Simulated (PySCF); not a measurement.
Species: C2H8ClGaS.
Bonds: C1–S2, S2–C3, S2–Ga4, Ga4–Cl5. Hydrogens: H6, H7, H8 on C1; H9, H10, H11 on C3; H12, H13 on Ga4.

Method used: PBE0-D3(BJ)/def2-SVP geometry optimisation, gas phase in PySCF.

(1) How far are the bound atoms from Ga4?

(2) List the angles at Ga4.

(3) Describe the arrangement about Ga4 in numbers.

(4) What are the other bond lengths?

(5) Give some angles away from the centre.

(6) What are the rotational constants (commonest isotopes, rigid rotor)?

## Answers

(1) 4 atoms: H13 1.566 Å, H12 1.566 Å, Cl5 2.223 Å, S2 2.501 Å. The nearest atom not counted as bound is H11, at 3.20 Å (others tie with it).

(2) 
```
      angle  degrees  distance of the outer atoms (Å)
H12–Ga4–H13    127.8                             2.81
Cl5–Ga4–H12    112.5                             3.17
Cl5–Ga4–H13    112.5                             3.17
 S2–Ga4–H13    100.7                             3.19
 S2–Ga4–H12    100.4                             3.18
 S2–Ga4–Cl5     94.9                             3.48
```

(3) Angles from 94.9° to 127.8°; τ4 = (360° − α − β)/141° = 0.85 with α and β the two widest (0 for a square, 1 for a tetrahedron).

(4) C1–S2, S2–C3 1.805 Å; C1–H6 and 5 like bonds 1.099 Å.

(5) C1–S2–C3 100.8°, C1–S2–Ga4 99.9°.

(6) A = 2442, B = 1374, C = 1155 MHz: an asymmetric top.

Point group: Cs (every atom within 0.08 Å of its image). Charge 0, singlet. Not checked by PBE0-D3(BJ)/def2-SVP frequencies.

Conformer computed: `[CH3:1][S+:2]([CH3:3])[GaH2-:4][Cl:5]`: C1–S2–Ga4–Cl5 52°.

One conformer stands for the species.
